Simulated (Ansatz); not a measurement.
Consider the ligand exchange at the Si–C bond: `N=C(O)[SiH3]` + `O[SiH2]F` → `F[SiH2]O[SiH3]` + `N=CO`.

Isolated molecules relaxed with PBE0-D4/def2-TZVP in Ansatz; ΔE leaves out vibrations. CCSD(T)/CBS is the MP2 limit (def2-TZVPP, def2-QZVPP) plus CCSD(T) − MP2 in def2-TZVPP, frozen cores. This one scheme is used for every species. Functionals use def2-TZVPP. Each species was taken in one conformer, which may not be the lowest.

`N=C(O)[SiH3]`:

Z-matrix (Å, degrees):
```
Si
C 1 1.901
H 1 1.483 2 109.8
H 1 1.483 2 109.9 3 120.8
H 1 1.484 2 106.7 3 -119.5
O 2 1.347 1 112.8 3 -61.0
N 2 1.265 1 127.8 3 118.9
H 6 0.970 2 106.7 1 179.9
H 7 1.015 2 111.9 1 0.1
```

`O[SiH2]F`:

Cartesian coordinates in Å:
```
O -0.268 -0.618 -1.080
Si -0.033 0.046 0.390
F -0.524 1.564 0.415
H 0.289 -0.345 -1.809
H -0.867 -0.723 1.331
H 1.403 0.076 0.753
```

`F[SiH2]O[SiH3]`:

Z-matrix (Å, degrees):
```
Si
O 1 1.616
F 1 1.594 2 109.6
H 1 1.480 2 110.5 3 117.7
H 1 1.476 2 108.7 3 -117.5
Si 2 1.641 1 148.9 3 -67.9
H 6 1.483 2 109.6 1 90.2
H 6 1.486 2 109.9 1 -30.3
H 6 1.482 2 108.1 1 -150.1
```

`N=CO`:

```xyz
6

N    -0.716   -0.738   -0.133
C     0.120    0.115    0.262
O     0.820    0.871   -0.589
H    -1.151   -1.217    0.648
H     0.386    0.355    1.293
H     0.542    0.614   -1.481
```

| level | ΔE (eV) |
| --- | --- |
| PBE0-D4 | -1.11 |
| ωB97X-V | -1.18 |
| B2PLYP | -1.22 |
| r2SCAN | -1.16 |
| MP2/def2-SVP | -1.19 |
| HF/def2-TZVPP | -1.47 |
| SCS-MP2/def2-TZVPP | -1.26 |
| MP2/def2-QZVPP | -1.22 |

Problem. What does CCSD(T)/CBS give? (Best estimate.)

Solution. Computed: -1.19 eV. The listed levels differ from it by 0.08, 0.01, -0.03, 0.03, 0.00, -0.28, -0.07, -0.03 eV.

Problem. What do rigid-rotor, harmonic-oscillator terms from PBE0-D4/def2-TZVP frequencies (298.15 K, 1 bar) make of the CCSD(T)/CBS value? (Best estimate.)

Solution. Ansatz gave: ΔZPE = +0.04 eV, ΔH = -1.15 eV, ΔS = 16 J/(mol·K), ΔG = -1.20 eV. Modes under 50 cm⁻¹ make the entropy rough.

Largest T1 diagnostic among the species: 0.014.

From r2SCAN to r2SCAN0 (25 % exact exchange), in def2-TZVPP and without D4, ΔE moves by −0.05 eV. Leaving LDA and LC-ωPBE aside and taking each functional with its dispersion term where it has one, the values, not all of them listed here, spread over 0.32 eV, from BHLYP-D4 to revPBE-D4.
